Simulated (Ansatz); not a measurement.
`C[S][SnH]([Cl])[Cl]` at its PBE0-D4/def2-TZVP geometry, where that method's forces vanish. Charge 0, multiplicity 1. Sn: def2 effective core potential.

```xyz
9

C    -0.3272    0.6312    1.4583
S     0.1944   -1.0691    1.0767
Sn    0.3773   -0.8775   -1.2695
Cl    1.8492    0.8503   -1.7599
Cl   -1.6533   -0.1287   -2.1115
H    -1.2788    0.8647    0.9830
H    -0.4496    0.6676    2.5405
H     0.4345    1.3503    1.1605
H     0.8534   -2.2888   -2.0781
```

**Question.** What forces (eV/Å) does PBE-D4/def2-TZVPP give on these atoms in Ansatz 0.2.0? (Estimate.)

**Answer.** Ansatz gave: 
```
C1  -0.011  0.045 -0.009
S2   0.054 -0.298  0.291
Sn3  0.054 -0.183 -0.023
Cl4  0.241  0.281 -0.084
Cl5 -0.331  0.120 -0.141
H6  -0.193  0.059 -0.091
H7  -0.025  0.010  0.219
H8   0.147  0.156 -0.056
H9   0.064 -0.190 -0.106
```
